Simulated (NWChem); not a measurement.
HfH3Cl; SMILES [Cl][HfH3]

```xyz
5

Hf     0.0000     0.4098     0.0000
Cl     0.0001    -1.9207     0.0000
H      0.4385     1.0469     1.6687
H      1.2261     1.0514    -1.2122
H     -1.6661     1.0440    -0.4529
```
Atoms are numbered in this order, from 1.

Computed with NWChem. Medium grid unless said otherwise, to which SCAN and Minnesota functionals are sensitive. Coordinates come from a PBE0/def2-SVP optimisation. def2 effective core potentials on Hf; no spin-orbit coupling. B3LYP is NWChem's, with the RPA form of VWN correlation. Total energies of different functionals are on different scales.

```
level                                  energy (Ha)  highest occupied level (eV)  orbital gap (eV)  dipole (D)  relative time
-------------------------------------  -----------  ---------------------------  ----------------  ----------  -------------
B3LYP/def2-TZVP                          -510.0938                        -8.43              6.00        0.45              1
PBE/def2-TZVP                            -509.8700                        -7.26              4.14        0.36              2
PW6B95/def2-TZVP                         -510.4089                        -8.72              6.59        0.48              1
B97-2/def2-TZVP                          -510.1391                        -8.40              6.17        0.52              2
BHandHLYP/def2-TZVP                      -509.9503                        -9.93              8.77        0.59              1
r2SCAN0/def2-TZVP                        -509.9925                        -8.87              6.83        0.57              1
LRC-wPBEh/def2-TZVP                      -509.8992                       -10.56             10.13        0.53              6
PW91/def2-TZVP                           -510.0814                        -7.32              4.14        0.36              2
LDA (Slater exchange, PW92)/def2-TZVP    -508.3966                        -7.28              3.85        0.39              2
```

Times are rough ratios from one shared machine.
